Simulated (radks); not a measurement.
Results of a calculation; reference values are marked as such.
Trend from Sc to Zn: ionisation energy by Delta-SCF between NIST ground configurations, and size. Code: a radial shooting solver on a logarithmic mesh with Libxc functionals. Model: Dirac Kohn-Sham, PBEsol, spin-unpolarised, spherical densities, point nucleus; open shells are shared between the two j in proportion to 2j + 1.

| species | configuration | configuration of the ion | IE (eV) | NIST (eV) | kind | -e(HOMO) (eV) | r at 0.001 e/bohr^3 (bohr) |
|---|---|---|---|---|---|---|---|
| Sc | [Ar] 3d1 4s2 | [Ar] 3d1 4s1 | 6.904 | 6.561 | exp. | 3.235 (3d5/2) | 4.97 |
| Ti | [Ar] 3d2 4s2 | [Ar] 3d2 4s1 | 7.359 | 6.828 | exp. | 4.258 (3d5/2) | 4.84 |
| V | [Ar] 3d3 4s2 | [Ar] 3d4 | 7.165 | 6.746 | exp. | 4.716 (4s1/2) | 4.73 |
| Cr | [Ar] 3d5 4s1 | [Ar] 3d5 | 6.873 | 6.767 | exp. | 2.899 (3d5/2) | 4.49 |
| Mn | [Ar] 3d5 4s2 | [Ar] 3d5 4s1 | 8.433 | 7.434 | exp. | 5.124 (4s1/2) | 4.54 |
| Fe | [Ar] 3d6 4s2 | [Ar] 3d6 4s1 | 8.746 | 7.902 | exp. | 5.310 (4s1/2) | 4.45 |
| Co | [Ar] 3d7 4s2 | [Ar] 3d8 | 6.423 | 7.881 | exp. | 5.489 (4s1/2) | 4.37 |
| Ni | [Ar] 3d8 4s2 | [Ar] 3d9 | 6.265 | 7.640 | exp. | 5.662 (4s1/2) | 4.30 |
| Cu | [Ar] 3d10 4s1 | [Ar] 3d10 | 8.105 | 7.726 | exp. | 4.609 (4s1/2) | 4.09 |
| Zn | [Ar] 3d10 4s2 | [Ar] 3d10 4s1 | 9.901 | 9.394 | exp. | 5.998 (4s1/2) | 4.18 |

Reference values: NIST Atomic Spectra Database (measured). Spin polarisation and multiplet splitting are left out, so open shells lie too high by an amount that depends on their filling.

Beside tabulated values, note that spin-unpolarised runs miss the spin-polarisation part of the exchange energy of open shells.
